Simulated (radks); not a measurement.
The lithium anion Li-, [He] 2s2, held by a Watson sphere: a shell of charge +1 at radius R that stands for the Madelung well of a crystal (potential energy -1/R inside, -1/r outside, in hartree with lengths in bohr). Calculated with a radial shooting solver on a logarithmic mesh with Libxc functionals: non-relativistic Kohn-Sham, PBE, spin-polarised, spherical densities, point nucleus. Response by self-consistent Sternheimer equations with the Hartree and adiabatic LDA kernel. The sphere does not respond.

| R (bohr) | e(1s) (eV) | e(2s) (eV) | <r> 2s (bohr) | sum of <r^2> (bohr^2) | X-ray form factor at sin(theta)/lambda = 0.2 1/angstrom | alpha (bohr^3) |
|---|---|---|---|---|---|---|
| 1.72 | -54.938 | -4.694 | 3.128 | 24.10 | 1.775 | 78.73 |
| 2.23 | -52.537 | -4.490 | 3.285 | 26.30 | 1.739 | 89.78 |
| 2.32 | -52.274 | -4.448 | 3.316 | 26.76 | 1.734 | 92.26 |
| 3.47 | -50.718 | -3.860 | 3.741 | 33.58 | 1.699 | 135.9 |
| 3.77 | -50.570 | -3.707 | 3.850 | 35.52 | 1.699 | 150.5 |
